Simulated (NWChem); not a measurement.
Everything below was run with NWChem. System: H$_{5}$ClW, charge 0, spin multiplicity 1, at a geometry optimised with B3LYP/def2-SVP with def2 effective core potentials on W. The structure started from a generated list of species. Level: G0W0@PBE/def2-TZVPD with def2 effective core potentials on W, RI basis def2-tzvpd-rifit, no spin-orbit coupling.

Input file:

```
start mol
memory heap 200 mb stack 700 mb global 1700 mb
geometry units angstroms nocenter noautoz
  W     -0.421143     0.035953     0.000000
  Cl     1.964110    -0.257968     0.000000
  H      0.270359     1.241120    -0.921230
  H     -1.366448     0.430077    -1.374304
  H     -0.033074    -1.617433     0.000000
  H      0.270359     1.241120     0.921230
  H     -1.366448     0.430077     1.374304
  symmetry group Cs
end
basis spherical
  * library def2-tzvpd
end
ecp
  W library def2-ecp
end
basis "ri basis" bse spherical
  * library def2-tzvpd-rifit
end
dft
  xc xpbe96 cpbe96
  iterations 100
  direct
  tolerances tight
end
task dft energy
gw
  states alpha occ 4 vir 2
end
task dft gw
```

Output (cleaned and shortened):

```
             Northwest Computational Chemistry Package (NWChem) 7.3.0
             --------------------------------------------------------

                                NWChem Input Module
                                -------------------

 Scaling coordinates for geometry "geometry" by  1.889725989
 (inverse scale =  0.529177249)

 Turning off AUTOSYM since
 SYMMETRY directive was detected!

                             Geometry "geometry" -> ""
                             -------------------------

 Output coordinates in angstroms (scale by  1.889725989 to convert to a.u.)

  No.       Tag          Charge          X              Y              Z
 ---- ---------------- ---------- -------------- -------------- --------------
    1 W                   74.0000    -0.42114300     0.03595300     0.00000000
    2 Cl                  17.0000     1.96411000    -0.25796800     0.00000000
    3 H                    1.0000     0.27035900     1.24112000    -0.92123000
    4 H                    1.0000    -1.36644800     0.43007700    -1.37430400
    5 H                    1.0000    -0.03307400    -1.61743300     0.00000000
    6 H                    1.0000     0.27035900     1.24112000     0.92123000
    7 H                    1.0000    -1.36644800     0.43007700     1.37430400

 Effective nuclear repulsion energy (a.u.)     410.8537457737

            Nuclear Dipole moment (a.u.)
            ----------------------------
        X                 Y               Z
 ---------------- ---------------- ----------------
     0.0000680301     0.0000510226     0.0000000000

      Symmetry information
      --------------------

 Group name             Cs
 Group number              2
 Group order               2
 No. of unique centers     5

      Symmetry unique atoms

     1    2    3    4    5


 Summary of "ao basis" -> "" (spherical)
 ------------------------------------------------------------------------------
       Tag                 Description            Shells   Functions and Types
 ---------------- ------------------------------  ------  ---------------------
 *                         def2-tzvpd                 on all atoms
[...]
           0.000000000000           0.000000000000         641.263407346908

     Multipole analysis of the density
     ---------------------------------

     L   x y z        total         alpha         beta         nuclear
     -   - - -        -----         -----         ----         -------
     0   0 0 0     -0.000000    -18.000000    -18.000000     36.000000

     1   1 0 0     -1.098253    -24.424507    -24.424507     47.750760
     1   0 1 0     -0.138036      1.969196      1.969196     -4.076428
     1   0 0 1      0.000000      0.000000      0.000000      0.000000

     2   2 0 0    -32.337161   -144.630619   -144.630619    256.924078
     2   1 1 0      0.863012     16.994570     16.994570    -33.126127
     2   1 0 1     -0.000000     -0.000000     -0.000000      0.000000
     2   0 2 0    -31.007649    -28.388553    -28.388553     25.769456
     2   0 1 1     -0.000000     -0.000000     -0.000000      0.000000
     2   0 0 2    -31.233489    -25.392091    -25.392091     19.550693

 Task  times  cpu:       16.1s     wall:       16.1s

                                NWChem Input Module
                                -------------------

                                 NWChem GW Module
                                 ----------------

                             ***********************
                             ***        GW       ***
                             ***********************

 Summary of "ri basis" -> "ri basis" (spherical)
 ------------------------------------------------------------------------------
       Tag                 Description            Shells   Functions and Types
 ---------------- ------------------------------  ------  ---------------------
 W                      def2-tzvpd-rifit            36      160   9s9p8d5f3g2h
 Cl                     def2-tzvpd-rifit            33      129   10s8p7d6f2g
 H                      def2-tzvpd-rifit            10       24   5s3p2d

                 Memory Information
                 ------------------
          Available GA per process is          1699.9 MBs
          Available stack per process is        700.0 MBs
          Available heap per process is           0.1 MBs

          Peak memory in Initialization
              Peak GA per process is                  9.8 MBs
              Peak stack per process is               0.2 MBs
              Peak heap per process is               10.3 MBs
              Memory not in MA per process            0.0 MBs

          Peak memory in AFF Calculation
              Peak GA per process is                 48.0 MBs
              Peak stack per process is              33.3 MBs
              Peak heap per process is                0.0 MBs
              Memory not in MA per process           33.3 MBs

          Computing 2-center integrals
          Computing Inverse Cholesky factor
          Computing 3-center integrals
          Computing V_xc ...

          Computing Sigma_x
          Computing RPA polarizability
          Solving quasiparticle equations

                  Alpha Orbitals
          State     Energy (eV)     Error (eV)
          -----------------------------------
@GW        15        -10.979           0.003
@GW        16        -11.076           0.002
@GW        17         -9.669           0.004
@GW        18         -9.050           0.004
@GW        19         -1.572           0.002
@GW        20         -1.367           0.002

   Applying  -2.7677 eV scissor-shift to rest of particle states

   Applying   2.8949 eV scissor-shift to rest of hole states

     GW Timing Statistics
   ------------------------
   Init.   :          0.1s
     ERIs  :          1.0s
     Distr.:          0.0s
     Vxc   :          0.3s
   Sigma_x :          0.0s
   RPA     :          1.3s
   Wmn     :          0.0s
   Sigma_c :          0.0s
   GW total:          2.8s

 Task  times  cpu:        2.8s     wall:        2.8s

 Total times  cpu:       18.8s     wall:       18.8s
```
